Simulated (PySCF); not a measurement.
**IO⁻ from Hartree–Fock to correlated methods**

State: ¹Σ⁺ (singlet), closed shell. Set-up: I def2-SVPD with ECP28, O def2-SVPD; scalar-relativistic core potentials (PySCF 2.14). De refers to I⁻ + O in their high-spin ground configurations, without counterpoise correction. A positive dipole points towards O; it is taken about the centre of mass and depends on that origin.

| Level | Re (Å) | ωe (cm⁻¹) | De (eV) | μ (D) | CPU s a point (SCF and correlation, without the integrals) |
| --- | --- | --- | --- | --- | --- |
| RHF | 1.968 | 563 | n/a | -4.14 | 0.17 |
| RHF-MP2 | 1.966 | 670 | 1.49 | n/a | 0.27 |
| RHF-SCS-MP2 | 1.974 | 649 | 1.33 | n/a | n/a |
| RHF-CCSD | 2.002 | 561 | 1.01 | n/a | n/a |
| RHF-CCSD(T) | 2.016 | 538 | 1.25 | n/a | 4.8 |
| PBE | 1.994 | 576 | 2.07 | -4.18 | 1.1 |
| revPBE | 2.003 | 564 | 1.79 | -4.20 | 0.74 |
| r²SCAN | 1.983 | 587 | 1.55 | -4.16 | 1.2 |
| PBE0 | 1.969 | 603 | 1.40 | -4.20 | 2 |
| r²SCAN0 | 1.965 | 607 | 1.04 | -4.17 | 1.4 |
| LC-ωPBE | 1.951 | 637 | 1.36 | -4.48 | 1.2 |
| B2PLYP | 1.993 | 583 | 1.46 | -4.32 | 1 |

Problem. Which functional lies closest to RHF-CCSD(T) in De, which farthest, and by how much do they differ from it?

Solution. Closest is LC-ωPBE (-6.5 pm in Re, +18.4 % in ωe, +0.11 eV in De against RHF-CCSD(T) in the same basis), farthest PBE (-2.2 pm in Re, +7.1 % in ωe, +0.82 eV in De). CCSD(T) converges more slowly with the basis than the functionals do and binds too weakly in this one, so the order can change at the basis-set limit.

Problem. What does a quarter of exact exchange do here, going from PBE to PBE0?

Solution. PBE0 less PBE: -2.5 pm in Re, +4.7 % in ωe, -0.67 eV in De. Exact exchange removes part of the self-interaction that spreads semilocal densities, and in most molecules shortens and stiffens the bond and lowers De; so it does here.

Problem. What does second-order correlation do here, going from RHF to RHF-MP2?

Solution. RHF-MP2 less RHF: -0.2 pm in Re, +19.0 % in ωe. Correlation nearly always deepens the well. The bond shortens, as in weak, metallic or heavy-atom bonds, where dispersion and the correlation of outer-core electrons pull the atoms together.

Correlated steps freeze 5 core orbitals. Correlated levels converge slowly with the basis: in double zeta they bind strong bonds too weakly, by up to about 1 eV, and carry superposition errors of some tenths. Spin–orbit coupling is left out, which matters for elements this heavy, above all for dissociation energies. For an ion De counts to the pair picked by the measured ionisation energies or electron affinities, which need not be the lowest pair at this level. Where the molecule has an RHF reference, its open-shell atoms are computed with UHF. The highest Kohn–Sham level is positive in this anion. Much of that is self-interaction error, but it also means that the finite basis helps to hold the extra electron. B2PLYP dipoles, levels and charges come from its SCF part alone. The CCSD T1 diagnostic is raised, a sign that a single reference may not be enough here.

The whole job (state search and all levels along the bond) took about 3.4 min on 1 thread of Oxide Virtual Turin-like (shared host), peak memory 0.76 GiB.
